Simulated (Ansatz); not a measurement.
`[AlH2]/[N]=C\[SeH]` + NH₃ → `[NH2][AlH2]` + `N=C[SeH]` at 298.15 K and 1 bar (ligand exchange at the Al–N bond).

Calculated with Ansatz (gas phase, PBE0-D4/def2-TZVP geometries, no zero-point term in ΔE). CCSD(T)/CBS adds triple-zeta CCSD(T) − MP2 to the extrapolated MP2 energy (def2 sets, frozen cores). This one scheme is used for every species. For Se outer-core shells are correlated without core-valence functions, which leaves a few kJ/mol of doubt a bond. Scalar relativity is left out up to krypton. One conformer a species, not always the lowest.

```tsv
species	CCSD(T)/CBS energy (Eh)	H − E (kJ/mol)	S (J/(mol·K))
`[AlH2]/[N]=C\[SeH]`	-2737.86550	130.0	341.5
NH₃	-56.50880	100.5	192.4
`[NH2][AlH2]`	-299.14566	115.0	251.7
`N=C[SeH]`	-2495.22891	115.1	281.9
```

H − E and S are ideal-gas, rigid-rotor, harmonic terms from PBE0-D4/def2-TZVP, for one conformer and one mirror image of each species. 1 Eh = 2625.50 kJ/mol, R = 8.31446 J/(mol·K).

**Question.** By hand: ΔE, ΔH, ΔS and ΔG.

**Answer.** ΔE = (-299.14566) + (-2495.22891) − (-2737.86550) − (-56.50880) = -0.00027 Eh = -0.7 kJ/mol. Δ(H − E) = 115.0 + 115.1 − 130.0 − 100.5 = -0.4, so ΔH = -1.1 kJ/mol. ΔS = 251.7 + 281.9 − 341.5 − 192.4 = -0.3 J/(mol·K). ΔG = -1.1 − 298.15 × (-0.3)/1000 = -1.0 kJ/mol.

**Question.** By hand: the equilibrium constant, and the temperature at which ΔG would vanish if ΔH and ΔS stayed fixed.

**Answer.** log₁₀ K = −ΔG/(RT ln 10) = 0.2. ΔG = 0 at ΔH/ΔS = 3667 K, far beyond where these terms or the molecules hold.

The number of gas molecules stays the same, so ΔS is small and ΔH decides. The sign of ΔG lies within the doubt. A doubt of 5 kJ/mol in ΔE shifts log₁₀ K by 0.9 here. Other conformers and mirror images would add mixing entropy, several J/(mol·K) or more a flexible species. These are equilibria of isolated gas molecules and say nothing of rates. Largest T1 diagnostic: 0.013 (customary marks: 0.02 for closed shells, 0.045 for open ones).
